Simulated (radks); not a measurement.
Isoelectronic series with 40 electrons, all held in the configuration [Kr] 4d2 5s2, which need not be the ground one along the series. Method: Dirac Kohn-Sham, PBE, spin-unpolarised, spherical densities, finite nucleus; open shells are shared between the two j in proportion to 2j + 1; Fermi nuclear charge, rms radius of each element as measured or else 0.836 A^(1/3) + 0.57 fm; computed with a radial shooting solver on a logarithmic mesh with Libxc functionals. Total energies (hartree) and orbital eigenvalues (eV):

ion,E (hartree),4d5/2,4d3/2,5s1/2
Zr,-3598.91413,-3.5484,-3.6773,-4.4389
Mo2+,-4047.98585,-26.7488,-27.0457,-20.7131
Ru4+,-4526.69433,-59.9852,-60.5022,-43.4622
Pd6+,-5035.19054,-101.6027,-102.4050,-71.7706
Cd8+,-5573.71013,-151.0037,-152.1677,-105.3008
Sn10+,-6142.54276,-207.8830,-209.4970,-143.8894
Te12+,-6742.00869,-272.0591,-274.2236,-187.4517
Xe14+,-7372.47468,-343.4136,-346.2427,-235.9460
Ba16+,-8034.3300,-421.8656,-425.4873,-289.3575
Ce18+,-8728.0041,-507.3575,-511.9147,-347.6901
Nd20+,-9453.9581,-599.8476,-605.4990,-410.9613
Sm22+,-10212.6570,-699.3054,-706.2265,-479.1988
Gd24+,-11004.6822,-805.7079,-814.0918,-552.4414
Dy26+,-11830.5944,-919.0386,-929.0969,-630.7347
Er28+,-12691.0260,-1039.285,-1051.249,-714.1325
Yb30+,-13586.6186,-1166.440,-1180.561,-802.6944
Hf32+,-14518.1156,-1300.497,-1317.048,-896.4892
W34+,-15486.2950,-1441.454,-1460.730,-995.5920
Os36+,-16491.9566,-1589.308,-1611.629,-1100.084
Pt38+,-17536.0575,-1744.060,-1769.770,-1210.057

4d5/2 drops below 5s1/2 between Zr and Mo2+. 4d3/2 drops below 5s1/2 between Zr and Mo2+.
